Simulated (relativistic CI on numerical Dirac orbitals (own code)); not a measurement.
Co⁺: sensitivity of the levels to the model

Base calculation: Dirac-Coulomb-Breit CI, orbitals from a KLI potential per configuration, model QED, valence Slater integrals scaled by 0.85, P86 correlation energy added to each configuration.

CI space (outside the closed core [Ar]): 3d⁸, 3d⁷4s, 3d⁷4p, 3d⁶4s², 3d⁷5s, 3d⁶4s4p, 3d⁷4d, 3d⁷5p, 3d⁷6s, 3d⁷4f, 3d⁷5d, 3d⁷6p, 3d⁷5f, 3d⁷5g, 3d⁷6d, 3d⁶4s5s, 3d⁷6f, 3d⁶4p². Levels of other configurations are missing.

Variants: (1) self-excluded LDA correlation estimate; (2) valence Slater integrals scaled by 0.75; (3) Breit term removed. Shifts of the energy above 3d⁷4s ⁵F5, in cm⁻¹, for the lowest level and the first level of each name with at least 55 % of one term (blank where a level changes its place among those of its configuration and J or its character, or is not in the variant):

```tsv
Level	Base	Δ(1)	Δ(2)	Δ(3)
3d⁷4s ⁵F5	0.0	0.0	0.0	0.0
3d⁷4s ⁵F4	657.9	0.0	-1.7	+28.1
3d⁷4s ⁵F3	1173.5	0.0	-3.3	+52.4
3d⁷4s ⁵F2	1551.5	0.0	-5.5	+70.9
3d⁷4s ⁵F1	1799.1	0.0	-7.3	+83.2
3d⁸ ³F4	4045.1	-944.7	-1529.4	+88.2
3d⁸ ³F3	4925.3	-944.2	-1535.4	+154.4
3d⁸ ³F2	5531.7	-943.8	-1545.2	+200.4
3d⁷4s ³F4	7104.2	+19.2	-801.4	+7.9
3d⁷4s ³F3	7978.1	+19.1	-801.5	+50.0
3d⁷4s ³F2	8585.3	+18.9	-806.7	+80.1
3d⁷4s ⁵P3	15919.4	+4.2	-1791.4	-21.1
3d⁷4s ⁵P2	16069.7	+65.6	-1760.8	-9.8
3d⁸ ¹D2	16364.6	-1016.2	-2978.4	+67.1
```

Correlation outside the listed configurations is missing or only estimated: errors of thousands of cm⁻¹ between configurations and terms are usual at this charge. Rates and lifetimes follow the computed energies and can be off by large factors. The fine structure of a lone outer electron comes out too small, for d and f at times inverted, and misplaced configurations move strength between like terms. 25 of the 25 excited levels that our extract of the measured tables holds in this range could be paired (the sources list more); they are missed by 8053 cm⁻¹ on average and 9708 at most, and levels without a partner can miss by more. Some levels of the ground configuration have no partner and can miss by 10 % or more. The computed lowest level isn't the tabulated ground level, which NIST ASD gives as 3d8 3F4.

Ionisation energy from the two ground configurations alone: base 15.59 eV; self-excluded LDA correlation estimate 15.97 eV; valence Slater integrals scaled by 0.75 15.76 eV; Breit term removed 15.59 eV. The NIST ASD value (measured) is 17.0844 eV. The gap of more than 2 % comes from missing correlation.

LS names give the leading component of a level, which can be under half, so a name can repeat, a term be missing and a line seem to break the LS rules.
